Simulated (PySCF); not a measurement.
CH5BrGaN, SMILES [CH3][Ga]([NH2])[Br]. Atoms are numbered in the order given.

```xyz
9

Ga     0.5475     0.5359     0.1280
Br    -1.0916    -1.0694    -0.2547
C      0.5185     2.2410    -0.8400
H      0.5672     2.0482    -1.9295
H      1.3685     2.8858    -0.5449
H     -0.4316     2.7694    -0.6280
N      1.7632     0.0017     1.3685
H      2.5603     0.5600     1.6768
H      1.7149    -0.9051     1.8353
```
Charge 0, spin multiplicity 1.

Coordinates come from a PBE-D3(BJ)/def2-SVP optimisation. The structure was generated by enumeration; whether it is a known compound was not checked. Other conformers were not sampled.

Method: PBE-D3(BJ)/def2-SVP (PySCF 2.14.0).

Frequencies are harmonic and unscaled.

```csv
mode,ν (cm⁻¹),IR (km/mol),moving atoms (share of kinetic energy)
1,59,0.0,H 98 %
2,109,43.9,"Ga 35 %, N 35 %, H 15 %, C 12 %"
3,115,1.6,"C 37 %, H 22 %, Ga 20 %, Br 14 %"
4,144,1.8,"N 46 %, H 28 %, C 10 %, Br 8 %"
5,211,112.6,H 86 %
6,280,26.9,"Br 49 %, Ga 45 %"
7,399,4.6,H 99 %
8,562,17.0,"C 63 %, H 19 %, Ga 13 %"
9,667,22.7,"H 80 %, N 15 %"
10,707,12.3,"H 81 %, C 17 %"
11,707,60.2,"N 63 %, Ga 21 %, H 15 %"
12,746,96.2,"H 78 %, C 15 %"
13,1170,3.8,"H 81 %, C 19 %"
14,1376,4.1,H 95 %
15,1380,1.8,H 96 %
16,1454,23.5,"H 89 %, N 11 %"
17,2987,2.2,H 97 %
18,3094,0.6,"H 91 %, C 9 %"
19,3101,2.6,"H 90 %, C 10 %"
20,3507,27.5,H 96 %
21,3620,28.9,"H 91 %, N 9 %"
```
